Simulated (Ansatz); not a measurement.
`N[CH2][Ga]([NH2])[OH]` + `OBCl` → `NCB(O)Cl` + `[NH2][GaH][OH]`  (formal exchange of groups at a C–Ga bond)

Program: Ansatz. Geometries: PBE0-D4/def2-TZVP. ΔE: electronic, gas phase. CCSD(T)/CBS adds triple-zeta CCSD(T) − MP2 to the extrapolated MP2 energy (def2 sets, frozen cores). This one scheme is used for every species. Functionals use def2-TZVPP. B3LYP here is the variant with VWN-RPA as its local correlation; programs differ in this. HSE06 is defined as in plane-wave codes. For Ga outer-core shells are correlated without core-valence functions, which leaves a few kJ/mol of doubt a bond. Scalar relativity is left out up to krypton. Each species was taken in one conformer, which may not be the lowest.

```
             level  ΔE (kcal/mol)  difference from CCSD(T)/CBS
            PBE-D4           -3.8                          0.1
         revPBE-D4           -4.0                         -0.1
           BLYP-D4           -2.8                          1.1
         r2SCAN-D4           -4.9                         -1.0
            B97M-V           -8.3                         -4.4
          B3LYP-D4           -4.0                         -0.1
        r2SCANh-D4           -5.2                         -1.3
        r2SCAN0-D4           -5.7                         -1.8
          HSE06-D4           -5.0                         -1.1
          BHLYP-D4           -5.2                         -1.3
      CAM-B3LYP-D4           -5.3                         -1.4
           ωB97X-V           -5.5                         -1.6
            B2PLYP           -4.1                         -0.2
               PBE           -3.7                          0.2
            revPBE           -2.9                          1.0
              BLYP           -2.4                          1.5
            r2SCAN           -4.9                         -1.0
              PBE0           -5.0                         -1.1
             B3LYP           -3.8                          0.1
           r2SCANh           -5.2                         -1.3
           r2SCAN0           -5.7                         -1.8
             HSE06           -5.0                         -1.1
             BHLYP           -5.4                         -1.5
         CAM-B3LYP           -5.2                         -1.3
RPA@PBE/def2-TZVPP           -3.7                          0.2
       HF/def2-SVP           -7.3                         -3.4
      MP2/def2-SVP           -5.2                         -1.3
     CCSD/def2-SVP           -5.7                         -1.8
  CCSD(T)/def2-SVP           -5.4                         -1.5
     HF/def2-TZVPP           -6.4                         -2.5
    MP2/def2-TZVPP           -4.0                         -0.1
SCS-MP2/def2-TZVPP           -4.0                         -0.1
   CCSD/def2-TZVPP           -4.6                         -0.7
CCSD(T)/def2-TZVPP           -4.3                         -0.4
     HF/def2-QZVPP           -6.7                         -2.8
    MP2/def2-QZVPP           -3.9                          0.0
SCS-MP2/def2-QZVPP           -3.9                          0.0
      HF/CBS(def2)           -6.7                         -2.8
     MP2/CBS(def2)           -3.7                          0.2
    CCSD/CBS(def2)           -4.3                         -0.4
       CCSD(T)/CBS           -3.9                            0
```

Largest T1 diagnostic among the species: 0.014.

In def2-TZVPP, CCSD(T) changes the Hartree–Fock value by +2.1 kcal/mol (the triples alone add +0.3 kcal/mol) and MP2 by +2.3 kcal/mol. From PBE to PBE0 (25 % exact exchange), in def2-TZVPP and without D4, ΔE moves by −1.3 kcal/mol.
